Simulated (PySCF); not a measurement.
Compound: C2H8AlAs.
SMILES with atom numbers: `[H][As+:4]([H])([H])[AlH2-:3][CH:2]=[CH2:1]` (hydrogens: H5, H6 on C1; H7 on C2; H8, H9 on Al3; H10, H11, H12 on As4)

A GFN2-xTB structure was refined with PBE0-D3(BJ)/def2-SVP geometry optimisation, gas phase (PySCF 2.14.0). Its GFN2-xTB values:

```
   coordinate  GFN2-xTB
        C1=C2   1.327 Å
        C1–H5   1.064 Å
        C1–H6   1.127 Å
       C2–Al3   2.002 Å
        C2–H7   1.099 Å
      Al3–As4   2.613 Å
       Al3–H8   1.568 Å
       Al3–H9   1.558 Å
      As4–H10   1.521 Å
      As4–H11   1.523 Å
    C1–C2–Al3    111.6°
   C2–Al3–As4    101.1°
    Al3–C2–H7    133.4°
  Al3–As4–H10    170.5°
  Al3–As4–H11    100.6°
  Al3–As4–H12     91.7°
  H10–As4–H11     88.8°
  H11–As4–H12     88.6°
C1–C2–Al3–As4      -57°
```

Task: How do these coordinates change at the PBE0-D3(BJ)/def2-SVP level?

Result: 
```csv
coordinate,PBE0-D3(BJ)/def2-SVP (Å or °),change
Al3–H9,1.600,+0.042
C1–H5,1.099,+0.035
Al3–H8,1.601,+0.033
C2–Al3,1.971,-0.031
Al3–As4,2.643,+0.030
C1–H6,1.098,-0.029
C1=C2,1.343,+0.016
As4–H11,1.511,-0.012
As4–H10,1.510,-0.011
C2–H7,1.101,+0.002
Al3–As4–H10,116.1,-54.4
Al3–As4–H12,126.7,+35.0
Al3–As4–H11,116.7,+16.1
Al3–C2–H7,121.5,-11.9
C1–C2–Al3,122.6,+11.0
C2–Al3–As4,92.5,-8.6
H11–As4–H12,97.1,+8.5
H10–As4–H11,97.2,+8.4
C1–C2–Al3–As4,-91,-34
```

The energy falls by 65.3 kJ/mol over 18 energy and gradient evaluations, the largest force component goes from 0.0268 to 2.0e-04 Eh/bohr, and the atoms move by 0.596 Å rms after alignment. The bond that changes most is Al3–H9 (ends: aluminium bonded to As, C and 2 H; Al–H hydrogen), which lengthens by 0.042 Å. Bonds longer at the end by more than 0.005 Å: 6 of 11; shorter: 4. Among the dihedrals that turn most is C2–Al3–As4–H11, from -97° to -54°. Rotational constants go from 5714, 1607, 1338 to 5467, 1537, 1296 MHz.

The run used 118 basis functions and 120 SCF cycles in all. Hardware: one thread, AMD EPYC 7R43 (x86_64), shared host. Cost: 87 s, 0.50 GiB resident at most.

Not checked by PBE0-D3(BJ)/def2-SVP frequencies. One conformer, not necessarily the lowest.
